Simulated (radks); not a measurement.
Spherical quantum dot in the effective-mass picture: electrons in a hard-walled sphere of radius 2.24, with a point charge +1 (a donor) at the centre, all in effective atomic units (hartree* = m*/eps^2 hartree, bohr* = eps/m* bohr), one dielectric constant everywhere. Method: non-relativistic Kohn-Sham, exchange-only LDA, spin-polarised, spherical densities; computed with a radial shooting solver with Libxc functionals. Levels are named by radial order and angular momentum (1s, 1p, 1d, 2s, ...), and open shells are averaged over m.

N = 36, configuration 1s2 1p6 1d10 2s2 1f14 1g(up 2, down 0). This is the lowest configuration that the search found. Occupied and some empty levels:

level    occupation  eigenvalue (hartree*)  <r> (bohr*)
1s up             1                 21.264        1.457
1s down           1                 21.296        1.454
1p up             3                 21.839        1.550
1p down           3                 21.875        1.548
1d up             5                 22.764        1.609
1d down           5                 22.802        1.608
1f up             7                 24.011        1.654
1f down           7                 24.051        1.654
2s up             1                 24.188       0.9365
2s down           1                 24.200       0.9380
1g up             2                 25.556        1.692
1g down           0                 25.597        1.692
2p up             0                 26.299        1.152
2p down           0                 26.315        1.152
1h up             0                 27.382        1.724
1h down           0                 27.424        1.724
2d up             0                 28.456        1.270
2d down           0                 28.475        1.270
3s up             0                 28.733        1.058
3s down           0                 28.750        1.059

Energy (hartree*): total 471.447, kinetic 148.46, external -25.236, Hartree 374.92, exchange-correlation -26.702.

Electron density:

r (bohr*)  n(r) (e/bohr*^3)
0.0645                1.827
0.176                 1.452
0.287                 1.148
0.399                0.9045
0.510                0.7157
0.622                0.5793
0.733                0.4965
0.845                0.4716
0.956                0.5094
1.07                 0.6129
1.18                 0.7760
1.29                 0.9821
1.40                  1.198
1.51                  1.368
1.62                  1.428
1.74                  1.323
1.85                  1.039
1.96                 0.6435
2.07                 0.2582
2.18                0.03102
